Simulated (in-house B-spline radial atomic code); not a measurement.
Radial electron density of Br⁴⁺, [Ar] 3d10 4s2 4p1. Computed with a radial B-spline atomic code at the basis-set limit: Dirac-Kohn-Sham AM05, spherical fractional occupations, Fermi nucleus of rms radius 4.1629 fm.

Columns: r (bohr), 4πr²n(r) (electrons per bohr), bar.

```
 0.00186    1.378 #
 0.00227    1.969 ##
 0.00276    2.776 ##
 0.00336    3.894 ###
 0.00409    5.411 #####
 0.00498    7.441 ######
 0.00606    10.08 #########
 0.00738    13.46 ############
 0.00898     17.6 ###############
  0.0109    22.39 ###################
  0.0133    27.86 ########################
  0.0162    33.39 #############################
  0.0197    38.35 #################################
   0.024    42.01 ####################################
  0.0292    43.56 #####################################
  0.0356    42.69 #####################################
  0.0433    39.94 ##################################
  0.0528    36.84 ################################
  0.0642    35.71 ###############################
  0.0782    38.18 #################################
  0.0952    43.89 ######################################
   0.116    49.75 ###########################################
   0.141    51.28 ############################################
   0.172    46.06 ########################################
   0.209    36.75 ################################
   0.255    29.32 #########################
    0.31    28.62 #########################
   0.377    32.64 ############################
   0.459    34.86 ##############################
   0.559    30.68 ##########################
   0.681    21.58 ###################
   0.829    12.55 ###########
    1.01    6.793 ######
    1.23    4.204 ####
     1.5    2.943 ###
    1.82    1.862 ##
    2.22   0.8677 #
     2.7   0.2801 
    3.29   0.0573 
       4 0.007164 
    4.87 0.0004826 
    5.93 1.574e-05
```

On this grid the curve has 3 maxima, near 0.0292, 0.141, 0.459 bohr.

The 4p1/2 radial function P(r) = rR(r), positive near the nucleus, with its small component Q(r) (sign convention: Q ≈ (P' + κP/r)/2c):

```csv
r (bohr),P,Q
0.00186,0.001142,0.003747
0.00276,0.0021,0.005372
0.00409,0.003958,0.007613
0.00606,0.007594,0.01062
0.00898,0.01467,0.01449
0.0133,0.02814,0.01908
0.0197,0.05271,0.02387
0.0292,0.09445,0.02755
0.0433,0.1568,0.02792
0.0642,0.2292,0.02244
0.0952,0.2694,0.01019
0.141,0.198,-0.005026
0.209,-0.04266,-0.0145
0.31,-0.3482,-0.01131
0.459,-0.4082,6.822e-05
0.681,-0.01248,0.007853
1.01,0.5953,0.007024
1.5,0.8777,0.002016
2.22,0.5961,-0.0009306
3.29,0.1793,-0.0006496
4.87,0.01858,-9.023e-05
```
